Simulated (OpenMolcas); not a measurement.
## Fe4+: moving or changing the point charges

Fe4+ among 4 point charges of -1.5 e arranged as a tetrahedron (Td), 1.9 Å from the ion.
```
   1.0970    1.0970    1.0970  -1.50
   1.0970   -1.0970   -1.0970  -1.50
  -1.0970    1.0970   -1.0970  -1.50
  -1.0970   -1.0970    1.0970  -1.50
```

```
Program             : OpenMolcas 26.06
Method              : CASSCF
Basis               : ANO-RCC-VDZP [5s4p2d1f]
Scalar Hamiltonian  : DKH2, point nucleus
Active space        : 4 electrons in 5 orbitals (3d)
State averaging     : 2S+1 = 5 even, 5 roots; 2S+1 = 3 even, 45 roots; 2S+1 = 1 even, 50 roots
Spin-orbit coupling : RASSI with atomic mean-field integrals over the reference wave functions
```

Runs around this geometry, states (labels of Td). Energies in cm-1 above the lowest state or level, χT in cm3 K/mol; under a threefold ground state the first gap can be a small split of the lowest multiplet, not the spin-orbit step.

| R (Å) | q (e) | Ground state | First state of that spin | First gap with spin-orbit (degeneracies) | χT at 300 K | First state of another spin |
| --- | --- | --- | --- | --- | --- | --- |
| 1.9 | -1.2 | 5T2 | 5E 708.6 | 134.5 (1, 3) | 1.499 | 3T1 26461 |
| 1.82 | -1.5 | 5T2 | 5E 1075 | 121.2 (1, 3) | 1.622 | 3T1 26328 |
| 1.9 | -1.5 | 5T2 | 5E 875.8 | 128.4 (1, 3) | 1.557 | 3T1 26407 |
| 2.07 | -1.5 | 5T2 | 5E 582.1 | 138.9 (1, 3) | 1.454 | 3T1 26503 |

Taking the first state of the same spin as R^-n, n = -ln(582.1 / 1075) / ln(2.07 / 1.82) = 4.8 between the shortest and longest distance.

Scaling the charges by -1.2 / -1.5 = 0.80 scales the first state of the same spin by 708.6 / 875.8 = 0.81; with fixed orbitals a first-order splitting would follow the charge.

An orbital triplet at a regular site is open to Jahn-Teller coupling, which can distort the site and quench the lowest spin-orbit gaps and is left out. Without dynamic correlation the repulsion within the d shell is too large (B by tens of per cent), so at a given field states of lower spin stand too high. The ground term spreads over less than 5000 cm-1, several times less than with real ligands, so orbital moments are less quenched and χT lies further from the spin-only value than at real sites. This is an electrostatic model: the charges have no orbitals. No measured value stands beside these numbers.
